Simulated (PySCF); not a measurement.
Correlation energy of Cu³⁺ (copper, charge +3)

Starting occupation: [Ar] 3d8, 3d3/2 with m_j = -3/2, -1/2, +1/2, +3/2, 3d5/2 with m_j = -1/2, +1/2, +3/2, +5/2. All numbers are calculated (PySCF 2.14, X2C-1e with screened-nucleus spin-orbit coupling, Gaussian nucleus, in x2c-TZVPall-2c). Frozen: [Ne]; 16 electrons correlated; the 6 highest virtual spinors left out.

MP2 pair energies summed by pair of shells (mhartree):

```
 pair   energy  share (%)
3d-3d  -177.46       41.5
3d-3p  -151.30       35.4
3p-3p   -45.59       10.7
3d-3s   -31.10        7.3
3p-3s   -19.19        4.5
3s-3s    -2.81        0.7
```

Total MP2 correlation energy: -427.45 mhartree.

The GHF reference relaxed away from the jj start to a determinant that is no pure jj level (⟨S²⟩ = 2.00, ⟨J²⟩ = 20.00); the energies belong to that determinant.

This basis was not built for core-valence correlation, so the inner-shell part is incomplete.
